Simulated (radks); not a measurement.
Task: Species: the tungsten ion W15+. Configuration: [Kr] 4d10 4f11 5s2. Method: scalar-relativistic Kohn-Sham, r2SCAN, spin-polarised, spherical densities, finite nucleus; open shells are filled with parallel spins first (spin-orbit coupling, left out, can overturn this in heavy ions); meta-GGA in the generalised Kohn-Sham scheme; Fermi nuclear charge, rms radius 5.3658 fm; computed with a radial shooting solver on a logarithmic mesh with Libxc functionals. Some entries of the table are withheld. Estimate them.

orbital  occ.  eigenvalue (eV)  <1/r> (bohr^-1)  <r> (bohr)
1s down     1        -69898.95            87.05     0.01835
1s up       1        -69898.94            87.05     0.01835
2s up       1        -12366.84            20.37     0.07755
2s down     1        -12366.81            20.37     0.07755
2p up       3        -10855.56            18.45     0.06944
2p down     3        -10855.53            18.45     0.06944
3s up       1        -3115.060            7.555      0.2008
3s down     1        -3112.233            7.560      0.2007
3p up       3        -2665.294            6.970      0.2011
3p down     3        -2662.454            6.975      0.2010
3d up       5        -2146.824            6.576      0.1824
3d down     5        -2144.664            6.581      0.1822
4s up       1        -904.9514            3.231      0.4457
4s down     1        -900.0645            3.227      0.4460
4p up       3        -755.0183            2.951      0.4713
4p down     3        -750.2911            2.947      0.4717
4d up       5        -563.9436            2.655      0.4971
4d down     5        -559.2636            2.649      0.4980
5s up       1        -355.9562              (1)      0.9280
5s down     1        -353.8050              (2)      0.9323
4f up       7        -350.3404            2.283      0.5291
4f down     4        -345.5302            2.274      0.5320
5p up       0        -307.5851            1.336       1.007
5p down     0        -305.8374            1.327       1.011
6s up       0        -191.7072           0.8349       1.636
6s down     0        -190.3731           0.8337       1.641

Result: 
(1) 5s up <1/r> (bohr^-1): 1.472
(2) 5s down <1/r> (bohr^-1): 1.462
